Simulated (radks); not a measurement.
Question: Charge is removed step by step from the 3p (averaged over the sub-levels emptied) level of P+, starting from [Ne] 3s2 3p2. Level of theory: Dirac Kohn-Sham, BLYP, spin-unpolarised, spherical densities, point nucleus; open shells are shared between the two j in proportion to 2j + 1 (a radial shooting solver on a logarithmic mesh with Libxc functionals). At the starting occupation the eigenvalue is -14.064 eV. Estimate the energy to remove one whole electron from this level, the eigenvalue at the end, and how far E(n) bends from a straight line.

Answer: Delta-SCF 19.012 eV; final eigenvalue -24.161 eV; the deviation from the straight line is -1.263 eV at 0.5 electron removed, the largest on the grid computed. Slater's transition state (half an electron removed) gives 18.961 eV. Integrating minus the eigenvalue over the occupation (Janak's theorem) gives 19.012 eV. The mean slope of the eigenvalue, de/dn, is 10.1 eV per electron. Ionisation energy of P+ in the NIST Atomic Spectra Database: 19.769 eV (semi-empirical).

Beside tabulated values, note that spin-unpolarised runs miss the spin-polarisation part of the exchange energy of open shells.
